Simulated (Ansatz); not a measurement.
Consider the cleavage of the P–Al bond: `N[PH][AlH2]` + `[SiH3]S` → `NPS[SiH3]` + `[AlH3]`.

Gas-phase electronic energies from Ansatz, PBE0-D4/def2-TZVP geometries. CCSD(T)/CBS is the MP2 limit (def2-TZVPP, def2-QZVPP) plus CCSD(T) − MP2 in def2-TZVPP, frozen cores. This one scheme is used for every species. DFT in def2-TZVPP. One conformer a species, not always the lowest.

```tsv
level	ΔE (kJ/mol)
PBE-D4	-6.0
BLYP-D4	-12.6
r2SCAN0-D4	-5.0
PBE0	0.0
CAM-B3LYP	-1.9
CCSD/def2-SVP	4.6
HF/def2-TZVPP	-1.4
MP2/CBS(def2)	-14.1
```

Problem. What does CCSD(T)/CBS give? (Estimate.)

Solution. Computed: -5.8 kJ/mol. The listed levels differ from it by -0.2, -6.8, 0.8, 5.8, 3.9, 10.4, 4.4, -8.3 kJ/mol.

Largest T1 diagnostic among the species: 0.013.

At CCSD(T), def2-SVP lies +8.1 kJ/mol from the extrapolated value and def2-TZVPP +3.3 kJ/mol. The D4 term adds −8.2 kJ/mol with B3LYP and −4.5 kJ/mol with PBE0; it sums over pairs of atoms, weighted by their polarisabilities, and B3LYP, whose exchange is more repulsive, gets the larger term.

B3LYP here is the variant with VWN-RPA as its local correlation; programs differ in this.
